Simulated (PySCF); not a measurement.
C$_{6}$H$_{15}$Sb, charge -1, doublet, at the geometry of the source list (a state made from the parent by changing its charge; the spin is typed, not shown lowest) (all electrons, no relativity) (in this run its highest filled SCF level lies above zero, so its values depend strongly on the basis, on diffuse functions most of all); M06L/STO-3G in PySCF.

PySCF was given this input:
```python
from pyscf import gto, scf, dft

mol = gto.M(
    atom='''
Sb    0.226600   -0.245300    1.541800
C     1.655300    0.972200    0.378200
C     1.115000    1.620800   -0.879200
H     2.489600    0.310900    0.141100
H     2.027500    1.738300    1.058600
H     0.309900    2.314700   -0.644300
H     0.737200    0.877700   -1.578000
H     1.904600    2.179900   -1.381800
C    -1.592500    0.164900    0.382800
C    -2.347300    1.373900    0.900200
H    -2.214000   -0.728100    0.456500
H    -1.319800    0.307800   -0.661200
H    -1.733800    2.273300    0.840600
H    -2.641800    1.234700    1.941000
H    -3.249200    1.541600    0.310300
C     0.674300   -2.146500    0.525200
C     0.589300   -2.117700   -0.986400
H    -0.019100   -2.884000    0.929300
H     1.677600   -2.431800    0.841100
H     1.303000   -1.410000   -1.403900
H    -0.410900   -1.844100   -1.316500
H     0.818500   -3.103200   -1.395500
''',
    basis='sto-3g',
    charge=-1,
    spin=1,
    verbose=4,
)

mf = dft.UKS(mol)
mf.xc = 'm06l'
mf.small_rho_cutoff = 0
mf.kernel()
```

What the program printed (banner, timings and long lists left out):

```
PySCF version 2.14.0

[INPUT] verbose = 4
[INPUT] num. atoms = 22
[INPUT] num. electrons = 103
[INPUT] charge = -1
[INPUT] spin (= nelec alpha-beta = 2S) = 1
[INPUT] symmetry False subgroup None
[INPUT] Mole.unit = angstrom
[INPUT] Symbol           X                Y                Z      unit          X                Y                Z       unit  Magmom
[INPUT]  1 Sb     0.226600000000  -0.245300000000   1.541800000000 AA    0.428211939826  -0.463549818356   2.913579738854 Bohr   0.0
[INPUT]  2 C      1.655300000000   0.972200000000   0.378200000000 AA    3.128063653993   1.837191738302   0.714694420311 Bohr   0.0
[INPUT]  3 C      1.115000000000   1.620800000000  -0.879200000000 AA    2.107044628890   3.062868102695  -1.661447208718 Bohr   0.0
[INPUT]  4 H      2.489600000000   0.310900000000   0.141100000000 AA    4.704662159717   0.587515852127   0.266640356176 Bohr   0.0
[INPUT]  5 H      2.027500000000   1.738300000000   1.058600000000 AA    3.831419717556   3.284910922331   2.000464075465 Bohr   0.0
[INPUT]  6 H      0.309900000000   2.314700000000  -0.644300000000 AA    0.585626126003   4.374149060531  -1.217550542057 Bohr   0.0
[INPUT]  7 H      0.737200000000   0.877700000000  -1.578000000000 AA    1.393106099029   1.658612619531  -2.981987824564 Bohr   0.0
[INPUT]  8 H      1.904600000000   2.179900000000  -1.381800000000 AA    3.599172376847   4.119413978939  -2.611223558924 Bohr   0.0
[INPUT]  9 C     -1.592500000000   0.164900000000   0.382800000000 AA   -3.009388853370   0.311615837941   0.723387160484 Bohr   0.0
[INPUT] 10 C     -2.347300000000   1.373900000000   0.900200000000 AA   -4.435754132192   2.596294722540   1.701131457333 Bohr   0.0
[INPUT] 11 H     -2.214000000000  -0.728100000000   0.456500000000 AA   -4.183853639787  -1.375909591296   0.862659975864 Bohr   0.0
[INPUT] 12 H     -1.319800000000   0.307800000000  -0.661200000000 AA   -2.494060539201   0.581657701141  -1.249486913562 Bohr   0.0
[INPUT] 13 H     -1.733800000000   2.273300000000   0.840600000000 AA   -3.276407154771   4.295914398974   1.588503780309 Bohr   0.0
[INPUT] 14 H     -2.641800000000   1.234700000000   1.941000000000 AA   -4.992278475876   2.333244846000   3.667958407781 Bohr   0.0
[INPUT] 15 H     -3.249200000000   1.541600000000   0.310300000000 AA   -6.140098123937   2.913201793629   0.586382016453 Bohr   0.0
[INPUT] 16 C      0.674300000000  -2.146500000000   0.525200000000 AA    1.274242325794  -4.056297126379   0.992484160622 Bohr   0.0
[INPUT] 17 C      0.589300000000  -2.117700000000  -0.986400000000 AA    1.113615605206  -4.001873013991  -1.864025849271 Bohr   0.0
[INPUT] 18 H     -0.019100000000  -2.884000000000   0.929300000000 AA   -0.036093768979  -5.449970143246   1.756122487558 Bohr   0.0
[INPUT] 19 H      1.677600000000  -2.431800000000   0.841100000000 AA    3.170204546570  -4.595435989717   1.589448643372 Bohr   0.0
[INPUT] 20 H      1.303000000000  -1.410000000000  -1.403900000000 AA    2.462313140308  -2.664513835637  -2.652986506277 Bohr   0.0
[INPUT] 21 H     -0.410900000000  -1.844100000000  -1.316500000000 AA   -0.776488464584  -3.484843946310  -2.487824442990 Bohr   0.0
[INPUT] 22 H      0.818500000000  -3.103200000000  -1.395500000000 AA    1.546740832957  -5.864198109750  -2.637112806831 Bohr   0.0

nuclear repulsion = 731.427290732702
number of shells = 44
number of NR pGTOs = 216
number of NR cGTOs = 72
basis = sto-3g
ecp = {}

******** <class 'pyscf.dft.uks.UKS'> ********
method = UKS
initial guess = minao
damping factor = 0
level_shift factor = 0
DIIS = <class 'pyscf.scf.diis.CDIIS'>
diis_start_cycle = 1
diis_space = 8
diis_damp = 0
SCF conv_tol = 1e-09
SCF conv_tol_grad = None
SCF max_cycles = 50
direct_scf = True
direct_scf_tol = 1e-13
number electrons alpha = 52  beta = 51
XC library pyscf.dft.libxc version 7.1.2
    S. Lehtola, C. Steigemann, M. J. T. Oliveira, and M. A. L. Marques,  SoftwareX 7, 1–5 (2018)
XC functionals = m06l
    Y. Zhao and D. G. Truhlar,  J. Chem. Phys. 125, 194101 (2006)
    Y. Zhao and D. G. Truhlar,  J. Chem. Phys. 125, 194101 (2006)
    Y. Zhao and D. G. Truhlar,  Theor. Chem. Acc. 120, 215 (2008)
radial grids:
    Treutler-Ahlrichs [JCP 102, 346 (1995); DOI:10.1063/1.469408] (M4) radial grids

becke partition: Becke, JCP 88, 2547 (1988); DOI:10.1063/1.454033
pruning grids: <function nwchem_prune>
grids dens level: 3
symmetrized grids: False
atomic radii adjust function: <function treutler_atomic_radii_adjust>
small_rho_cutoff = 0
Set gradient conv threshold to 3.16228e-05
tot grids = 253792
init E= -6470.33864107392

cycle= 1 E= -6487.82903734456  delta_E= -17.5  |g|= 0.529  |ddm|= 4.15
cycle= 2 E= -6487.90408050061  delta_E= -0.075  |g|= 0.433  |ddm|= 3.35
cycle= 3 E= -6488.06853266878  delta_E= -0.164  |g|= 0.185  |ddm|= 3.08
cycle= 4 E= -6488.08916749078  delta_E= -0.0206  |g|= 0.0811  |ddm|= 1.56
cycle= 5 E= -6488.08694211199  delta_E= 0.00223  |g|= 0.0963  |ddm|=    2
cycle= 6 E= -6488.0946719078  delta_E= -0.00773  |g|= 0.029  |ddm|= 1.17
cycle= 7 E= -6488.09518924229  delta_E= -0.000517  |g|= 0.0126  |ddm|= 0.124
cycle= 8 E= -6488.09531542176  delta_E= -0.000126  |g|= 0.00317  |ddm|= 0.0744
cycle= 9 E= -6488.09532407886  delta_E= -8.66e-06  |g|= 0.000759  |ddm|= 0.0108
cycle= 10 E= -6488.09532448335  delta_E= -4.04e-07  |g|= 0.000435  |ddm|= 0.00219
cycle= 11 E= -6488.09532463426  delta_E= -1.51e-07  |g|= 0.000195  |ddm|= 0.00109
cycle= 12 E= -6488.09532466413  delta_E= -2.99e-08  |g|= 6.57e-05  |ddm|= 0.000547
cycle= 13 E= -6488.09532466764  delta_E= -3.51e-09  |g|= 2.07e-05  |ddm|= 0.000485
cycle= 14 E= -6488.09532466801  delta_E= -3.74e-10  |g|= 3.44e-06  |ddm|= 5.76e-05
Extra cycle  E= -6488.09532466799  delta_E= 2.82e-11  |g|= 4.73e-06  |ddm|= 4.87e-05
converged SCF energy = -6488.09532466799  <S^2> = 0.75160281  2S+1 = 2.0016022
```
